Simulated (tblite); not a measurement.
Species: C6H15FSi.
Geometry (GFN2-xTB, Å), atoms numbered from 1 in this order:
```xyz
23
C6H15FSi angstrom
C      3.420    0.408    0.399
C      2.225   -0.514    0.209
F      2.495   -1.365   -0.853
C      0.933    0.245   -0.082
C     -0.272   -0.685   -0.186
C     -1.565    0.045   -0.556
C     -2.670   -0.980   -0.813
Si    -2.122    1.304    0.768
H      3.264    1.039    1.269
H      3.547    1.036   -0.480
H      4.325   -0.177    0.541
H      2.098   -1.171    1.080
H      1.056    0.789   -1.021
H      0.780    0.971    0.717
H     -0.409   -1.207    0.766
H     -0.057   -1.443   -0.945
H     -1.385    0.577   -1.498
H     -2.368   -1.691   -1.582
H     -3.583   -0.491   -1.144
H     -2.893   -1.541    0.093
H     -2.074    0.665    2.086
H     -1.256    2.486    0.766
H     -3.492    1.727    0.475
```

Computed values, GFN2-xTB/tblite, gas phase, harmonic and unscaled. The method is semi-empirical: single wavenumbers can be off by several per cent or more. Modes of hydrogen on silicon can be 10 to 20 % off. One conformer, not necessarily the lowest.

Harmonic wavenumbers (cm⁻¹): 33.8, 60.7, 93.1, 120.2, 139.1, 191.5, 203.0, 219.0, 284.6, 316.8, 340.2, 415.9, 458.8, 489.6, 555.7, 563.1, 671.3, 779.8, 786.1, 799.6, 812.3, 874.5, 938.8, 953.0, 977.6, 1014.1, 1065.1, 1077.3, 1084.9, 1120.9, 1140.8, 1160.5, 1176.5, 1256.8, 1264.0, 1292.5, 1305.6, 1310.3, 1335.4, 1370.0, 1400.1, 1422.0, 1468.1, 1477.2, 1490.1, 1500.8, 1508.1, 1514.3, 2245.0, 2246.2, 2262.4, 2900.5, 2915.5, 2948.6, 2965.7, 2983.0, 2995.4, 3003.8, 3021.6, 3032.4, 3042.5, 3046.8, 3055.2.

A = 2912, B = 719.0, C = 602.4 MHz; mass 134.093 u (most abundant isotopes); point group C1, symmetry number 1.

Task: Zero-point energy?

Result: Half the sum of the wavenumbers: 42249 cm⁻¹ = 505.41 kJ/mol.

Task: What is S at 298.15 K and 1 bar for an ideal gas of classical rigid rotors and harmonic oscillators?

Result: Translation 169.95, rotation 125.20, vibration 149.59: S = 444.7 J/(mol K).

Task: And Cp and H(298.15 K) − H(0)?

Result: Cp = 182.90 J/(mol K), of which vibrations give 149.64 (their classical limit is 63 R = 523.8); H(298.15 K) − H(0) = 32.94 kJ/mol without the zero-point energy, 23.03 from vibrations.

Task: Blend soft modes into free rotors: weight 1/[1 + (100 cm⁻¹/ν̃)⁴] for the oscillator and the rest for a rotor with moment μB/(μ + B), μ = h/(8π²ν), B = 10⁻⁴⁴ kg m². What vibrational entropy results?

Result: 136.41 J/(mol K) in place of 149.59, which changes −T·S at 298.15 K by +3.93 kJ/mol.

Task: How do the functions run with temperature in this model?

Result: 
```csv
T (K),S (J/(mol K)),Cp (J/(mol K)),H − H(0) (kJ/mol),G − H(0) (kJ/mol),ln q(vib)
50,254.0,60.8,2.24,-10.46,0.80
100,305.3,89.5,6.03,-24.50,2.34
373.15,489.8,219.6,48.04,-134.71,11.02
500,562.0,275.4,79.55,-201.47,14.90
750,690.2,356.7,159.28,-358.40,22.29
1000,800.8,411.1,255.70,-545.12,29.22
```

q(vib) and H(0) count from the zero-point level.

Task: Which modes carry the vibrational entropy at 298.15 K?

Result: 33.8 cm⁻¹: 23.40; 60.7 cm⁻¹: 18.55; 93.1 cm⁻¹: 15.04; 120.2 cm⁻¹: 12.96; 139.1 cm⁻¹: 11.78; 191.5 cm⁻¹: 9.26 J/(mol K); the other 57 give 58.59 together.

Task: What must be added to the electronic energy to get the Gibbs energy at 298.15 K and 1 bar?

Result: ZPE + [H(298.15 K) − H(0)] − T·S = 505.41 + 32.94 − 132.60 = 405.75 kJ/mol.

Hindered rotation and anharmonicity are outside this model. Other conformers, if any are populated, would add a mixing term that is left out. The structure is chiral; the term R ln 2 for an equal mix with its mirror image is left out.
